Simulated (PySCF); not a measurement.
H4O, charge +2.

```xyz
5

O      0.0000     0.0000     0.0000
H     -0.6029     0.6029    -0.6029
H      0.6029     0.6029     0.6029
H      0.6029    -0.6029    -0.6029
H     -0.6029    -0.6029     0.6029
```
Charge +2, spin multiplicity 1.

Geometry optimised at r2SCAN-D4/def2-TZVPD.

Computed with PBE0/pcSseg-2 in PySCF. Non-relativistic, no solvent.

Q: Give the absolute GIAO shielding of each atom: isotropic value and principal components (ppm). (Estimate from the structure and the level; the computed values follow.)

A: 
| atom | σ(iso) | σ11 | σ22 | σ33 | span |
|---|---|---|---|---|---|
| O1 | 283.9 | 283.9 | 283.9 | 283.9 | 0.0 |
| H2 | 17.6 | 10.7 | 10.7 | 31.3 | 20.7 |
| H3 | 17.6 | 10.7 | 10.7 | 31.3 | 20.7 |
| H4 | 17.6 | 10.7 | 10.7 | 31.3 | 20.7 |
| H5 | 17.6 | 10.7 | 10.7 | 31.3 | 20.7 |
